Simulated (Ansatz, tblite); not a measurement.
Removing and adding an electron: `C[SiH2][SiH2][SiH2][SiH2][SiH2][SiH2][SiH2][SiH2][SiH2]C`. The state is a singlet with charge 0. Geometry: r2SCAN-D4/def2-SVP. Ansatz, gas phase; energy differences of separate SCF runs; the oxidised species was run as a doublet alone; the reduced species was run as a doublet alone.

```tsv
atom	x (Å)	y (Å)	z (Å)
C1	3.040	1.121	4.776
Si2	2.191	-0.512	4.359
Si3	3.253	-1.515	2.517
Si4	3.344	0.090	0.803
Si5	1.186	0.989	0.572
Si6	-0.375	-0.752	0.334
Si7	-2.515	0.158	-0.005
Si8	-2.322	1.770	-1.706
Si9	-1.136	0.771	-3.472
Si10	-2.260	-1.219	-4.021
C11	-4.091	-0.867	-4.316
H12	4.098	0.957	5.039
H13	2.550	1.617	5.629
H14	3.006	1.811	3.917
H15	0.757	-0.270	3.994
H16	2.208	-1.433	5.539
H17	2.485	-2.707	2.033
H18	4.635	-1.965	2.883
H19	3.775	-0.509	-0.500
H20	4.321	1.166	1.172
H21	1.098	1.908	-0.609
H22	0.842	1.784	1.798
H23	-0.336	-1.631	1.547
H24	0.009	-1.581	-0.854
H25	-3.005	0.772	1.270
H26	-3.489	-0.901	-0.425
H27	-1.624	2.983	-1.172
H28	-3.678	2.186	-2.190
H29	-1.075	1.693	-4.653
H30	0.266	0.487	-3.027
H31	-2.099	-2.172	-2.876
H32	-1.642	-1.853	-5.229
H33	-4.637	-1.790	-4.565
H34	-4.226	-0.156	-5.147
H35	-4.554	-0.431	-3.416
```

The xTB rows come from tblite. HOMO above LUMO, or a gap near zero within one spin, warns that the state may not be the lowest or that an electron is smeared out.

```csv
level,−HOMO (eV),vertical IE (eV),−LUMO (eV),vertical EA (eV),HOMO–LUMO gap (eV),IE − EA (eV),remarks
GFN1-xTB,10.87,12.29,7.82,6.11,3.05,6.19,–
GFN2-xTB,9.06,10.73,5.73,3.98,3.34,6.75,–
PBE-D4/def2-SVP,6.55,–,1.19,-0.43,5.37,–,"HOMO above zero (-1 doublet), gap within one spin near zero (-1 doublet)"
PBE0-D4/def2-SVP,7.60,8.92,0.46,-0.68,7.14,9.60,HOMO above zero (-1 doublet)
```

Relaxing the oxidised species (r2SCAN-D4/def2-SVP) changes its energy by -0.24 eV at PBE0-D4/def2-SVP, so the adiabatic ionisation energy to this nearest minimum is 8.68 eV.  Run but left out: PBE-D4/def2-SVP (charge +1 doublet: an occupied level 0.03 eV above an empty one).   A HOMO above zero means that the electron is unbound at that level or that self-interaction error raises the level; the energy of removing that electron tells which. Raw xTB energy differences between charge states are shifted by several eV; the methods need an empirical correction for them. Sets without diffuse functions give affinities that are too small. A negative affinity means that the extra electron isn't bound; its size then hangs on the basis.
